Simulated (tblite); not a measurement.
Compound: C₆H₁₀AlBS.
Atom-mapped SMILES: `[CH:1]#[C:2][Al:3]([S:4][BH:5][CH3:6])[CH:7]1[CH2:8][CH2:9]1` (hydrogens: H10 on C1; H11 on B5; H12, H13, H14 on C6; H15 on C7; H16, H17 on C8; H18, H19 on C9)

Computed with GFN2-xTB (tblite), gas phase: L-BFGS steps from a force-field or distance-geometry start until the largest atomic force falls under 0.01 eV/Å.

Step 41: E = -637.0909 eV
```
atom  x, y, z in Å  |  force x, y, z in eV/Å
C1     -0.0238    3.4522   -0.4191    0.008  -0.059   0.029
C2      0.0212    2.2502   -0.2685    0.074   0.005   0.009
Al3    -0.0949    0.3226   -0.0037    0.053   0.006   0.068
S4      1.3139   -1.0680    1.0051    0.045  -0.082   0.151
B5      2.9168   -1.2401    0.2771   -0.110   0.113  -0.025
C6      3.4014   -0.2436   -0.8446    0.039   0.027   0.013
C7     -1.7356   -0.7290   -0.3185   -0.109  -0.015  -0.035
C8     -2.6069   -1.1406    0.8591   -0.051   0.002   0.015
C9     -3.1028   -0.1170   -0.0994   -0.033  -0.037  -0.007
H10    -0.0593    4.5003   -0.5485    0.021  -0.053  -0.008
H11     3.5840   -2.1025    0.7017    0.016   0.014  -0.061
H12     3.4819   -0.7203   -1.8227    0.099  -0.090   0.085
H13     2.7014    0.5871   -0.9673    0.064   0.133  -0.007
H14     4.3896    0.1562   -0.6035   -0.123   0.008  -0.124
H15    -1.7409   -1.4764   -1.1161   -0.031  -0.046  -0.019
H16    -3.0720   -2.1165    0.8506    0.071  -0.010  -0.010
H17    -2.3323   -0.8022    1.8500    0.024  -0.044  -0.003
H18    -3.1663    0.9005    0.2666   -0.023  -0.003  -0.171
H19    -3.8852   -0.4036   -0.7905   -0.034   0.130   0.099
```

Step 42: E = -637.1001 eV
```
atom  x, y, z in Å  |  force x, y, z in eV/Å
C1     -0.0102    3.4320   -0.4145    0.020  -0.074   0.022
C2      0.0379    2.2307   -0.2573    0.071   0.023  -0.001
Al3    -0.0846    0.3003   -0.0006    0.032   0.045   0.087
S4      1.3291   -1.0845    1.0153   -0.027  -0.070   0.152
B5      2.9310   -1.2300    0.2839   -0.030  -0.015   0.047
C6      3.3879   -0.2341   -0.8483   -0.002  -0.012   0.013
C7     -1.7391   -0.7303   -0.3215   -0.161   0.011   0.011
C8     -2.6120   -1.1417    0.8555   -0.099   0.072   0.033
C9     -3.1071   -0.1130   -0.1000    0.053   0.010  -0.037
H10    -0.0428    4.4801   -0.5518    0.015  -0.085   0.005
H11     3.6176   -2.0816    0.7167   -0.055   0.122  -0.124
H12     3.4666   -0.7216   -1.8212    0.070  -0.054   0.066
H13     2.6754    0.5874   -0.9627    0.050   0.114  -0.053
H14     4.3695    0.1811   -0.6236   -0.010   0.046  -0.093
H15    -1.7488   -1.4735   -1.1217   -0.036  -0.072  -0.037
H16    -3.0844   -2.1152    0.8485    0.093   0.015  -0.013
H17    -2.3387   -0.7995    1.8476    0.017  -0.083  -0.057
H18    -3.1673    0.9086    0.2609    0.004  -0.072  -0.144
H19    -3.8897   -0.3859   -0.7973   -0.006   0.078   0.122
```

Step 43: E = -637.1125 eV
```
atom  x, y, z in Å  |  force x, y, z in eV/Å
C1      0.0108    3.4078   -0.4067    0.040  -0.105   0.007
C2      0.0724    2.2080   -0.2397    0.046   0.004  -0.016
Al3    -0.0706    0.2721    0.0029   -0.004   0.042   0.140
S4      1.3400   -1.1165    1.0357    0.030  -0.004   0.042
B5      2.9512   -1.2100    0.3013   -0.144  -0.035   0.072
C6      3.3696   -0.2172   -0.8490    0.056  -0.049   0.030
C7     -1.7456   -0.7364   -0.3257   -0.184   0.022   0.038
C8     -2.6217   -1.1456    0.8512   -0.163   0.124   0.031
C9     -3.1121   -0.1099   -0.1015    0.126   0.102  -0.089
H10    -0.0223    4.4547   -0.5577    0.011  -0.107   0.026
H11     3.6586   -2.0506    0.7233   -0.057   0.151  -0.109
H12     3.4402   -0.7346   -1.8084    0.041   0.020   0.067
H13     2.6491    0.5958   -0.9648   -0.025   0.084  -0.083
H14     4.3469    0.2226   -0.6581    0.028   0.008  -0.066
H15    -1.7615   -1.4757   -1.1297   -0.037  -0.078  -0.033
H16    -3.1078   -2.1154    0.8507    0.150   0.094  -0.044
H17    -2.3440   -0.8021    1.8435    0.000  -0.104  -0.099
H18    -3.1642    0.9184    0.2463    0.048  -0.132  -0.062
H19    -3.8988   -0.3561   -0.8058    0.040  -0.035   0.148
```

Q: Estimate the geometry and energy of step 44. (The exact step hangs on the optimiser's Hessian estimate; all steps are aligned on step 43, rigid shifts and turns removed.)

A: E = -637.1192 eV, largest force 0.193 eV/Å
```
atom  x, y, z in Å  |  force x, y, z in eV/Å
C1      0.0168    3.3977   -0.4028    0.049  -0.085  -0.005
C2      0.0848    2.1991   -0.2324    0.041  -0.040  -0.014
Al3    -0.0641    0.2623    0.0062   -0.064   0.018   0.148
S4      1.3484   -1.1215    1.0499   -0.047   0.023   0.032
B5      2.9531   -1.2011    0.3064   -0.069  -0.069   0.065
C6      3.3650   -0.2125   -0.8484   -0.044  -0.001   0.023
C7     -1.7513   -0.7366   -0.3290   -0.085   0.014   0.018
C8     -2.6267   -1.1448    0.8489   -0.127   0.136   0.015
C9     -3.1153   -0.1090   -0.1038    0.125   0.123  -0.080
H10    -0.0160    4.4433   -0.5598    0.006  -0.093   0.032
H11     3.6706   -2.0400    0.7155   -0.071   0.152  -0.086
H12     3.4344   -0.7440   -1.7996    0.028   0.049   0.033
H13     2.6457    0.6034   -0.9675   -0.030   0.016  -0.100
H14     4.3380    0.2340   -0.6675    0.127   0.014  -0.039
H15    -1.7652   -1.4774   -1.1325   -0.045  -0.067  -0.023
H16    -3.1084   -2.1155    0.8498    0.109   0.069  -0.055
H17    -2.3459   -0.8035    1.8393    0.010  -0.079  -0.051
H18    -3.1645    0.9202    0.2351    0.071  -0.068   0.017
H19    -3.9093   -0.3448   -0.7999    0.017  -0.114   0.069
```

The energy changes by -0.0067 eV. The first-order estimate −F·Δx gives -0.0095 eV and the mean of the old and new forces, exact on a quadratic surface, -0.0067 eV. The step makes an angle of 72° with the force vector and moves no atom by more than 0.018 Å.

What follows is the cost of the whole relaxation. Hardware: an Arm Neoverse N1 with one thread, shared host with 64 logical CPUs at a one-minute load of 60. Cost: 3.9 s of wall time.
